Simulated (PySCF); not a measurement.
# Level sweep

Di-propylamine, C6H15N.
InChI=1S/C6H15N/c1-3-5-7-6-4-2/h7H,3-6H2,1-2H3

PySCF, dipoles from the SCF density, polarisabilities from static response with core orbitals frozen. Isolated species at its PBE0-D3(BJ)/def2-SVP geometry (one conformer only).

The anisotropy is √(½[(α1 − α2)² + (α2 − α3)² + (α3 − α1)²]).

| level | μ (D) | α (Å³) | anisotropy (Å³) |
| --- | --- | --- | --- |
| LDA/def2-SVPD | 0.751 | 13.69 | 4.88 |
| PBE/def2-SVPD | 0.722 | 13.44 | 4.79 |
| B3LYP/def2-SVPD | 0.765 | 13.00 | 4.40 |
| PBE0/def2-SVPD | 0.771 | 12.88 | 4.41 |
| BHandHLYP/def2-SVPD | 0.811 | 12.49 | 4.07 |
| CAM-B3LYP/def2-SVPD | 0.807 | 12.76 | 4.17 |
| wB97X-D/def2-SVPD | 0.807 | 12.76 | 4.17 |
| LC-wPBE/def2-SVPD | 0.839 | 12.40 | 3.98 |
| HF/def2-SVPD | 0.853 | 12.00 | 3.66 |
| PBE0/6-31G* | 0.790 | 10.89 | 3.68 |
| PBE0/6-31+G* | 0.844 | 12.00 | 3.67 |
| PBE0/def2-SVP | 0.756 | 11.32 | 3.83 |
| PBE0/aug-cc-pVDZ | 0.758 | 13.24 | 4.60 |

The dipole runs from 0.72 D (PBE/def2-SVPD) to 0.85 D (HF/def2-SVPD). No reference polarisability is at hand; against PBE0 in the largest diffuse basis at hand (aug-cc-pVDZ) the other PBE0 rows deviate by 6-31G* -18%, 6-31+G* -9%, def2-SVP -14%, def2-SVPD -3%. In one basis (def2-SVPD) the functionals order the polarisability from HF (lowest) to LDA (highest), a spread of 14%. With PBE0 the polarisability is 11.10 Å³ without diffuse functions (mean of 6-31G* and def2-SVP) and 12.70 Å³ with them (mean of 6-31+G*, def2-SVPD and aug-cc-pVDZ).
